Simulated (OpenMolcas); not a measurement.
## Ni4+ in a point-charge field

Ni4+ among 2 point charges of -0.75 e arranged as a linear pair (D∞h), 1.72 Å from the ion.

- Program: OpenMolcas 26.06
- Method: CASSCF
- Basis: ANO-RCC-VTZP [6s5p3d2f1g]
- Scalar Hamiltonian: DKH2, point nucleus
- Active space: 6 electrons in 5 orbitals (3d)
- State averaging: 2S+1 = 5 even, 5 roots; 2S+1 = 3 even, 45 roots; 2S+1 = 1 even, 50 roots
- Spin-orbit coupling: RASSI with atomic mean-field integrals over the reference wave functions

The lowest spin-free states (labels by Λ), above the lowest:

```
State  Degeneracy  E (cm-1)  Free-ion L (%)
   5Δ           2       0.0         D (100)
   5Π           2      3203         D (100)
   5Σ           1      5059         D (100)
   3Σ           1     30228          H (99)
   3Π           2     30323          H (98)
   3Δ           2     30542          H (94)
   3Φ           2     30704          H (87)
   3Γ           2     31300          H (91)
   3H           2     32163         H (100)
   3Σ           1     33674          P (72)
   3Π           2     34378          P (77)
   3Φ           2     35337          F (92)
   3Δ           2     35572          F (95)
   3Π           2     36166          F (76)
   3Σ           1     36678          F (71)
   3Σ           1     38956          G (95)
   3Δ           2     38993          G (95)
   3Π           2     39008          G (95)
   3Φ           2     39161          G (91)
   3Γ           2     39579          G (91)
```

The lowest levels with spin-orbit coupling:

```json
{"E (cm-1)": "0.0", "Degeneracy": "2", "2S+1": "5", "g": "0.00 0.00 12.01"}
{"E (cm-1)": "366.9", "Degeneracy": "2", "2S+1": "5", "g": "0.00 0.00 8.04"}
{"E (cm-1)": "746.8", "Degeneracy": "2", "2S+1": "5", "g": "0.00 0.00 4.06"}
{"E (cm-1)": "1142", "Degeneracy": "2", "2S+1": "5", "g": "0.00 0.00 0.06"}
{"E (cm-1)": "1553", "Degeneracy": "1", "2S+1": "5", "g": ""}
{"E (cm-1)": "1560", "Degeneracy": "1", "2S+1": "5", "g": ""}
{"E (cm-1)": "3676", "Degeneracy": "2", "2S+1": "5", "g": "0.00 0.00 9.97"}
{"E (cm-1)": "3779", "Degeneracy": "2", "2S+1": "5", "g": "0.00 0.00 6.05"}
{"E (cm-1)": "3858", "Degeneracy": "2", "2S+1": "5", "g": "0.00 0.00 2.59"}
{"E (cm-1)": "3893", "Degeneracy": "1", "2S+1": "5", "g": ""}
{"E (cm-1)": "4298", "Degeneracy": "1", "2S+1": "5", "g": ""}
{"E (cm-1)": "4360", "Degeneracy": "2", "2S+1": "5", "g": "0.00 0.00 5.36"}
{"E (cm-1)": "6007", "Degeneracy": "2", "2S+1": "5", "g": "0.00 0.00 7.90"}
{"E (cm-1)": "6185", "Degeneracy": "2", "2S+1": "5", "g": "0.00 0.00 3.99"}
{"E (cm-1)": "6236", "Degeneracy": "1", "2S+1": "5", "g": ""}
{"E (cm-1)": "30686", "Degeneracy": "1", "2S+1": "3", "g": ""}
{"E (cm-1)": "30707", "Degeneracy": "2", "2S+1": "3", "g": "0.00 0.00 2.94"}
{"E (cm-1)": "30772", "Degeneracy": "2", "2S+1": "3", "g": "0.00 0.00 5.59"}
{"E (cm-1)": "30884", "Degeneracy": "2", "2S+1": "3", "g": "0.00 0.00 7.88"}
{"E (cm-1)": "30900", "Degeneracy": "2", "2S+1": "3", "g": "0.00 0.00 9.99"}
```

Powder χT (cm3 K/mol): 4.51 at 2 K, 4.55 at 10 K, 4.72 at 50 K, 4.92 at 100 K, 5.15 at 200 K, 5.19 at 300 K. The effective moment at 300 K is 2.828 √(χT) = 6.44 μB.

The lowest level has 2S+1 = 5, for which the spin-only value is χT = S(S+1) / 2 = 3.000 cm3 K/mol (g = 2). The computed 5.193 at 300 K differs by +2.193, through orbital momentum, spin-orbit coupling and any other state in reach.

Without dynamic correlation the repulsion within the d shell is too large (B by tens of per cent), so at a given field states of lower spin stand too high. Point charges give a weaker field than real ligands, and real ions of this kind are often low spin; the high spin found here belongs to the model. Point charges carry no covalency, so the field is a model and not that of real ligands. No measured value stands beside these numbers.

The RASSCF and RASSI steps took 20 s on 1 thread of Arm Neoverse V2, with other jobs on the host; the integral step is not counted.

With an even number of electrons the g values are those of a degenerate or nearly degenerate non-Kramers pair.
